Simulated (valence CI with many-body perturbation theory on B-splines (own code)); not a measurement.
Values are calculated unless marked as measured or tabulated.
**Tm⁶³⁺: magnetic and hyperfine properties of the levels**

Level of theory: configuration interaction combined with many-body perturbation theory (CI+MBPT): four valence electrons over a frozen Dirac-Fock core [He], radial functions for each j: 11 s, 11 p, 10 d, 8 f, 5 g, 2 h, with the one-electron correlation potential Σ1, the two-electron term Σ2, the three-electron term Σ3, Breit, model QED; selected CI, second order for the rest, scaled by the run's own slope (own B-spline code, finite nucleus).

The last digits are not significant, and no measured levels were compared; by estimate large intervals hold to a few tenths of a per cent, small ones and those within an open d or f shell to about a per cent. Among the levels kept, up to 990 cm⁻¹ of a level comes from second order outside the variational space, and about a tenth of that is noise between levels of different J, which matters for small intervals.

A/g_I is the dipole constant over the nuclear g factor μ/I (μ in nuclear magnetons, uniformly magnetised nucleus), B/Q the quadrupole constant per barn. Both hold the static response of the core; the bare values leave it out. Large factors of s and p1/2 electrons are usually good to 5 to 10 %; those of open d and f shells near neutrality can be off by tens of per cent, and small factors of p3/2, d and f electrons come from cancelling terms and can be off by a factor of two or in sign, in half-filled shells by more. B is blank for J = 1/2, where it vanishes, and for nearly pure S terms. Energies count from the lowest level. Levels with J = 0 are left out.

Levels are named by their leading jj configuration (3d3/2^4 stands for four electrons in 3d with j = 3/2), which in mixed levels can hold well under half, so a name can repeat and another be missing. Letters in brackets count levels of one name in rising energy.

```csv
Level,E (× 10³ cm⁻¹),g,A/g_I (MHz),A/g_I bare,B/Q (MHz/b),B/Q bare
(2s^2 2p1/2 2p3/2) J=1,8237.4,1.473,-538000,-514000,658000,659000
(2s^2 2p1/2 2p3/2) J=2,8382.3,1.141,1880000,1880000,1230000,1230000
(2s 2p1/2^2 2p3/2) J=2,10414,1.505,4680000,4650000,1250000,1260000
(2s 2p1/2^2 2p3/2) J=1,11064,1.110,-3370000,-3290000,756000,757000
(2s^2 2p3/2^2) J=2,16783,1.294,679000,694000,81100,81200
(2s 2p1/2 2p3/2^2) J=2 [a],18440,1.549,3350000,3340000,235000,236000
(2s 2p1/2 2p3/2^2) J=3,18785,1.299,4180000,4160000,-2070,-2100
(2s 2p1/2 2p3/2^2) J=1 [a],19401,1.300,-3870000,-3790000,-432000,-433000
(2s 2p1/2 2p3/2^2) J=2 [b],19479,1.051,-268000,-231000,-163000,-163000
(2s 2p1/2 2p3/2^2) J=1 [b],19510,1.304,1.04e+07,1.03e+07,239000,239000
(2p1/2^2 2p3/2^2) J=2,21785,1.311,632000,662000,77000,77100
(2s 2p3/2^3) J=2,27441,1.433,4750000,4720000,-1340000,-1340000
(2s 2p3/2^3) J=1,28075,1.163,-3420000,-3340000,-559000,-560000
(2p1/2 2p3/2^3) J=1,30135,1.473,-585000,-538000,-653000,-655000
(2p1/2 2p3/2^3) J=2,30282,1.125,1870000,1880000,-1390000,-1390000
(2s^2 2p1/2 3s) J=1,71277,1.306,5230000,5190000,-13900,-13900
(2s^2 2p1/2 3p1/2) J=1,71893,0.638,3620000,3600000,-3370,-3380
(2s 2p1/2^2 3s) J=1,73220,2.009,1.07e+07,1.06e+07,9020,9030
(2s 2p1/2^2 3p1/2) J=1,73929,1.351,9180000,9090000,-5510,-5510
(2s^2 2p1/2 3p3/2) J=2,74498,1.148,1530000,1530000,383000,383000
(2s^2 2p1/2 3p3/2) J=1,74511,1.504,-959000,-948000,189000,189000
(2s^2 2p1/2 3d3/2) J=2,74985,0.745,1480000,1470000,80400,81000
(2s^2 2p1/2 3d3/2) J=1,75190,0.829,-1190000,-1180000,31700,32000
(2s^2 2p1/2 3d5/2) J=2,75748,1.282,-794000,-791000,73900,74500
(2s^2 2p1/2 3d5/2) J=3,75780,1.095,963000,959000,69900,70600
(2s 2p1/2^2 3p3/2) J=2,76495,1.502,4280000,4240000,374000,374000
(2s 2p1/2^2 3p3/2) J=1,76535,1.133,-3970000,-3910000,197000,198000
(2s 2p1/2^2 3d3/2) J=1,76976,0.466,-4080000,-4030000,33100,33400
(2s 2p1/2^2 3d3/2) J=2,77023,1.119,4210000,4170000,64300,64800
(2s 2p1/2^2 3d5/2) J=3,77716,1.333,2850000,2820000,63000,63700
(2s 2p1/2^2 3d5/2) J=2,77852,1.027,-2670000,-2640000,53100,53700
```

(1) Take the isotope of mass number 169, with I = 1/2, μ = -0.231 μN. What is the hyperfine structure of (2s^2 2p1/2 2p3/2) J=2?

Results:

(1) From the table A = -867000 MHz. Shifts from the centre of gravity in MHz: F = 3/2: 1300000, F = 5/2: -867000.
